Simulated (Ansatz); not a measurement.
Cost and result for the atomization energy of C2H7BSe (`CB[Se]C`) (11 atoms, 10 bonds).

Z-matrix (Å, degrees):
```
C
B 1 1.559
H 1 1.096 2 109.5
H 1 1.096 2 109.6 3 115.1
H 1 1.092 2 115.3 3 -122.4
Se 2 1.904 1 120.6 3 122.3
H 2 1.198 1 122.2 3 -57.7
C 6 1.950 2 102.2 1 -180.0
H 8 1.088 6 108.9 2 120.3
H 8 1.088 6 108.7 2 0.1
H 8 1.088 6 108.9 2 -120.0
```

The species carries charge 0 and has multiplicity 1. Correlated methods include outer-core shells of Se, which these sets cover unevenly. Scalar relativity is left out up to krypton. Geometry: relaxed with PBE0-D4/def2-TZVP. It is one conformer, not always the lowest. Program: Ansatz. All runs use 4 threads of an Intel Xeon Platinum 8375C on a shared host. Times are those of one run each, without the atoms' runs, and a repeat can differ threefold. Electronic energies, without spin–orbit coupling; frozen cores. CCSD(T)/CBS adds CCSD(T) − MP2 in def2-TZVPP to the MP2 limit, and its time is that of the two runs behind it. T1 = 0.012. With those shells the extrapolation isn't a true limit. B3LYP takes the VWN-RPA correlation (the form of Gaussian; ORCA's B3LYP/G). HSE06 is the plane-wave form, built on full-range PBE exchange.

CCSD(T)/CBS is a level of theory with its own doubt, some kJ/mol a heavy atom from the limit and from the frozen cores, so smaller differences don't rank the functionals.

| level | functions | wall time |
| --- | --- | --- |
| PBE-D4/def2-TZVPP (with forces) | 239 | 1.9 s |
| PBE0-D4/def2-TZVPP | 239 | 2.1 s |
| HSE06-D4/def2-TZVPP | 239 | 2.5 s |
| CAM-B3LYP-D4/def2-TZVPP | 239 | 2.8 s |
| r2SCAN-D4/def2-TZVPP (with forces) | 239 | 3.1 s |
| B3LYP-D4/def2-TZVPP (with forces) | 239 | 3.6 s |
| B2PLYP/def2-TZVPP | 239 | 4.1 s |
| CCSD(T)/def2-SVP | 109 | 5.5 s |
| B97M-V/def2-TZVPP | 239 | 6 s |
| ωB97X-V/def2-TZVPP | 239 | 6 s |
| MP2/def2-QZVPP | 470 | 20 s |
| CCSD(T)/def2-TZVPP | 239 | 87 s |
| CCSD(T)/CBS(def2) | – | 110 s |

Question: What atomization energy does each give, and how far from CCSD(T)/CBS? (Best estimate.)

Answer: Computed: 
```csv
level,atomization (kcal/mol),difference from CCSD(T)/CBS,per bond
PBE-D4/def2-TZVPP (with forces),972.7,16.5,1.7
PBE0-D4/def2-TZVPP,962.4,6.2,0.6
HSE06-D4/def2-TZVPP,962.9,6.7,0.7
CAM-B3LYP-D4/def2-TZVPP,959.9,3.7,0.4
r2SCAN-D4/def2-TZVPP (with forces),962.7,6.5,0.7
B3LYP-D4/def2-TZVPP (with forces),958.8,2.6,0.3
B2PLYP/def2-TZVPP,948.6,-7.6,-0.8
CCSD(T)/def2-SVP,913.0,-43.2,-4.3
B97M-V/def2-TZVPP,960.9,4.7,0.5
ωB97X-V/def2-TZVPP,957.7,1.5,0.1
MP2/def2-QZVPP,955.9,-0.3,0.0
CCSD(T)/def2-TZVPP,936.1,-20.1,-2.0
CCSD(T)/CBS(def2),956.2,0.0,0.0
```

In def2-TZVPP, CCSD(T) changes the Hartree–Fock value by +209.2 kcal/mol (the triples alone add +11.8 kcal/mol) and MP2 by +217.4 kcal/mol; breaking electron pairs costs correlation energy, which Hartree–Fock lacks. From r2SCAN to r2SCAN0 (25 % exact exchange), in def2-TZVPP and without D4, the atomization energy moves by −9.2 kcal/mol: exact exchange takes away binding that semilocal exchange gives to molecules. The D4 term adds +7.6 kcal/mol with B3LYP and +3.9 kcal/mol with PBE0; it sums over pairs of atoms, weighted by their polarisabilities, and B3LYP, whose exchange is more repulsive, gets the larger term.

For some Ge, Se and Sn compounds the MP2-based and the directly extrapolated limit differ by 10 to 25 kJ/mol.
